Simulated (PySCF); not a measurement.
Computed IR spectrum (relative IR intensity) of a molecule C₂H₈FNSi₂. Geometry optimised at B3LYP-D3(BJ)/def2-SVP. Other conformers were not sampled. Calculation: B3LYP-D3(BJ)/def2-SVP (PySCF). Frequencies are harmonic and unscaled.

Lines under 2 % of the strongest are left out, and lines within 2 cm⁻¹ are merged.

```tsv
ν (cm⁻¹)	relative intensity
280	9.3
319	6.6
400	37
419	18
501	2.3
521	11
647	17
697	8.6
744	2.5
789	100
822	20
873	8.0
896	37
917	9.3
941	58
982	9.3
1037	2.6
1420	3.2
1545	14
2191	27
2196	28
2232	48
3112	3.5
3204	2.9
3566	9.2
3659	9.4
```

Question: Identify the compound among the candidates.
A) C=C([SiH2]N)[SiH2]F
B) C[C@@H]1N[SiH2][Si@@H]1F
C) C=C[SiH2][Si@H](N)F
D) F[C@H]([SiH3])/C=N\[SiH3]

Answer: C, C=C[SiH2][Si@H](N)F
